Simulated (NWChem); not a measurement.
System: CH3ClGeO; SMILES O=[CH][GeH2][Cl]

Input file for NWChem:

```
start job
memory heap 200 mb stack 900 mb global 1100 mb
geometry units angstroms noautoz
  O      0.182291    -2.637644     0.294933
  C      0.617633    -1.522901     0.372572
  Ge    -0.570476     0.040141    -0.019251
  Cl     0.619833     1.832136     0.242054
  H      1.684441    -1.319920     0.661663
  H     -1.739805     0.086898     0.973928
  H     -1.058597    -0.008697    -1.473643
end
basis spherical
  * library def2-svp
end
dft
  xc xpbe96 cpbe96
  iterations 150
  mulliken
end
task dft energy
```

All runs use the structure optimised with PBE0/def2-SVP.

**Question.** Predict the main results of this run. (PBE/def2-SVP.) Quantities: energy (Ha); highest occupied level (eV); orbital gap (eV); dipole (D).

**Answer.** 
```yaml
energy (Ha): -2651.22
highest occupied level (eV): -5.88
orbital gap (eV): 2.97
dipole (D): 0.28
```
